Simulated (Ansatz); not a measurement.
Ideal-gas functions of H$_{3}$O$_{3}$Si (`[O][SiH](O)O`) radical at 600 K and 1 bar, from an Ansatz frequency run at PBE0-D4/def2-TZVP.

Molar mass 79.11 g/mol, point group C1 (symmetry number 1), electronic degeneracy 2, moments of inertia 67.14, 74.77, 125.219 u Å². Harmonic wavenumbers (cm⁻¹, unscaled): 124, 262, 295, 316, 341, 709, 734, 801, 825, 873, 951, 1005, 2230, 3920, 3923.

Use S(trans) = R[1.5 ln M + 2.5 ln T − 1.1517]; rotational temperatures θ = 24.2544 K / I; S(rot) = R[ln(√π/σ · √(T³/θAθBθC)) + 1.5]; for each mode x = 1.438777 ν̃/T, S = R[x/(eˣ − 1) − ln(1 − e⁻ˣ)] and H = RT x/(eˣ − 1); 1 cm⁻¹ = 0.0119627 kJ/mol; R = 8.31446 J/(mol·K).

Question: By hand: the entropy, in J/(mol·K).

Answer: Translation 177.9. Rotation: θ = 0.3613, 0.3244, 0.1937 K, giving 112.7. Vibration, mode by mode: 18.43, 12.31, 11.36, 10.82, 10.22, 4.84, 4.61, 4.06, 3.88, 3.54, 3.06, 2.76, 0.25, 0.01, 0.01, in all 90.1. Electronic 5.8. Sum 386.5 J/(mol·K).

Question: By hand: H − E and G − E in kJ/mol, counted from the electronic energy.

Answer: Zero-point energy ½ × 17309 × 0.0119627 = 103.5; thermal vibration 28.9; translation, rotation and pV give 4 RT = 20.0. H − E = 152.4 kJ/mol, and G − E = 152.4 − 600 × 386.5/1000 = -79.5 kJ/mol.

Vibration gives 23 % of the entropy, 18.4 J/(mol·K) of it from the mode under 150 cm⁻¹: soft modes count most, and the harmonic formula is weakest for them. The sum counts one conformer and one mirror image; others add a mixing term.
